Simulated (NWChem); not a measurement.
## H6Al2 in NWChem

SMILES: [AlH3].[AlH3]
```xyz
8

Al     0.0000     0.0000    -1.3040
Al     0.0000     0.0000     1.3040
H      0.0000    -1.1587     0.0000
H     -1.4236     0.0000    -1.9935
H      1.4236     0.0000    -1.9935
H      0.0000     1.1587     0.0000
H     -1.4236     0.0000     1.9935
H      1.4236     0.0000     1.9935
```
Charge 0, spin multiplicity 1.

All runs are NWChem calculations. The geometry was optimised at PBE0/def2-SVP, a minimum by its harmonic frequencies.

Static limit. This basis has no diffuse functions, which lowers polarisabilities.

B3LYP has NWChem's definition, with VWN1-RPA local correlation. The Pople sets run with spherical d functions. The structure started from a generated list of species.

### Question
Give the polarisability tensor in bohr³ at B3LYP/6-31G* (spherical d), VWN1-RPA local correlation, in the frame of the coordinates, and its isotropic mean.

### Answer
```
48.62   0.00   0.00
 0.00  38.06   0.00
 0.00   0.00  65.07
```
Mean (one third of the trace): 50.58 bohr³.
